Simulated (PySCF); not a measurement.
# Bond lengths and vibrations by method: AlCH2O

These are calculations, not measurements. They come from PySCF 2.14.0, an open-source quantum chemistry program, on an isolated molecule that a program drew, which may never have been made. The molecule is AlCH2O (charge 0, doublet), drawn as the SMILES string `[CH2][Al]=[O]`.

The geometry was optimised and harmonic frequencies were computed with HF and MP2, all in the cc-pV(D+d)Z basis, for the commonest isotopes, with a restricted reference for singlets and an unrestricted one otherwise, and a frozen core in MP2. Each result is a local minimum of its method.

Geometry at the HF minimum:
```xyz
5
AlCH2O, angstrom
C    -0.3302    0.9258   -0.3203
Al   -0.6074   -0.5322    0.8803
O    -0.8357   -1.7339    1.8700
H    -0.9114    1.8438   -0.2839
H     0.4233    0.9153   -1.1038
```

Lengths of the bonds as drawn, in Å (atoms numbered as above):
```
  bond     HF    MP2
C1-Al2  1.909  1.920
Al2-O3  1.573  1.630
 C1-H4  1.087  1.097
 C1-H5  1.087  1.097
```

Rotational constants, in GHz:
| constant | HF | MP2 |
|---|---|---|
| A | 302.5 | 296.6 |
| B | 5.274 | 5.082 |
| C | 5.184 | 4.997 |

Harmonic frequencies in cm^-1, each column in rising order, so a row needn't be the same motion in every method:
| rank | HF | MP2 |
|---|---|---|
| 1 | 200 | 170 |
| 2 | 214 | 181 |
| 3 | 583 | 561 |
| 4 | 671 | 632 |
| 5 | 676 | 641 |
| 6 | 1219 | 1071 |
| 7 | 1463 | 1380 |
| 8 | 3261 | ? |
| 9 | 3358 | 3289 |

**Estimate the missing MP2 frequency from the HF column.**

A single factor s that minimises the squared misfit of MP2 against s times HF over the other rows is sum(HF x MP2) / sum(HF^2) = 0.9625, with an rms misfit of 45 cm^-1. For rank 8 it gives 0.9625 x 3261 = 3139 cm^-1. The calculation gives 3183 cm^-1, 44 cm^-1 above the estimate. The drawn bonds are on average 1.5 % longer in MP2 than in HF.
